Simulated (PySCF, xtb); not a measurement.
C₄H₆F₂, SMILES F/C(C)=C(\F)C.

Harmonic wavenumbers (cm⁻¹) from GFN2-xTB run with xtb at its own minimum, in rising order: 11, 39, 165, 219, 343, 344, 394, 482, 531, 742, 927, 997, 1024, 1040, 1129, 1204, 1215, 1391, 1398, 1451, 1453, 1466, 1471, 1763, 3003, 3005, 3029, 3033, 3078, 3085.

Task: What does B3LYP-D3(BJ)/def2-SVP in PySCF give at its own minimum? (The exact figures need the calculation; the answer reports its results.)

Result: 159, 160, 188, 249, 340, 365, 414, 557, 560, 728, 956, 997, 1047, 1053, 1161, 1257, 1297, 1410, 1414, 1439, 1442, 1459, 1460, 1821, 3028, 3030, 3091, 3091, 3154, 3166. Paired by order, the mean absolute difference is 39 cm⁻¹ and the zero-point energies are 56.4 and 57.9 kcal/mol.
